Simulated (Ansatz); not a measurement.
The cluster Cr4N4 (the lowest singlet isomer of a short search), 8 atoms. Hardware: 4 threads of Arm Neoverse V1 on a shared host.

Correlated methods freeze 24 core orbitals; core or outer-core shells of Cr are correlated, in sets that lack core-valence functions.

Task: How many basis functions does each of these Ansatz runs have, and roughly what does it cost? PBE-D4/def2-TZVP, charge 0 singlet, energy, from earlier orbitals; PBE-D4/def2-TZVP, charge 0 triplet, energy, from earlier orbitals; PBE-D4/def2-SVP, charge 0 singlet, energy, from earlier orbitals; LDA (SPW92)/def2-TZVP, charge 0 quintet, energy, from earlier orbitals; PBE0-D4/def2-TZVP, charge 1 doublet, energy, from earlier orbitals; HF/STO-3G, charge 0 triplet, energy; PBE0-D4/def2-TZVP, charge 1 doublet at the geometry of the charge 0 singlet, energy; r2SCAN-D4/def2-TZVP, charge 0 singlet, energy, from earlier orbitals; PBE-D4/def2-TZVP, charge 1 doublet at the geometry of the charge 0 singlet, energy, from earlier orbitals; r2SCAN-D4/def2-TZVP, charge 0 triplet, energy, from earlier orbitals; MP2/def2-TZVP, charge 0 singlet, energy, from earlier orbitals; r2SCAN-D4/def2-TZVP, charge -1 doublet at the geometry of the charge 0 singlet, energy, from earlier orbitals.

Result: Other jobs shared the machine, so times can vary by a factor of up to 3. A dash marks memory too small to be measured apart from the calling script's.

```
                                                                                                          run  functions  fitting or Cholesky vectors  wall time  peak host memory (GiB)
                                             PBE-D4/def2-SVP, charge 0 singlet, energy, from earlier orbitals        180                         2276        7 s                       –
                                            PBE-D4/def2-TZVP, charge 0 singlet, energy, from earlier orbitals        304                         2336       13 s                    0.74
                                       LDA (SPW92)/def2-TZVP, charge 0 quintet, energy, from earlier orbitals        304                         2336       16 s                    0.83
                                                                          HF/STO-3G, charge 0 triplet, energy         92                         1294       22 s                    0.79
                                         r2SCAN-D4/def2-TZVP, charge 0 singlet, energy, from earlier orbitals        304                         2336       26 s                    0.79
                                            PBE-D4/def2-TZVP, charge 0 triplet, energy, from earlier orbitals        304                         2336       28 s                    0.85
r2SCAN-D4/def2-TZVP, charge -1 doublet at the geometry of the charge 0 singlet, energy, from earlier orbitals        304                         2336       70 s                    0.97
    PBE-D4/def2-TZVP, charge 1 doublet at the geometry of the charge 0 singlet, energy, from earlier orbitals        304                         2336       76 s                     1.8
                                           PBE0-D4/def2-TZVP, charge 1 doublet, energy, from earlier orbitals        304                         2576    1.7 min                     2.1
                                         r2SCAN-D4/def2-TZVP, charge 0 triplet, energy, from earlier orbitals        304                         2336    2.7 min                     1.9
                          PBE0-D4/def2-TZVP, charge 1 doublet at the geometry of the charge 0 singlet, energy        304                         2576    4.5 min                     2.4
                                               MP2/def2-TZVP, charge 0 singlet, energy, from earlier orbitals        304                         2491    5.2 min                     2.5
```
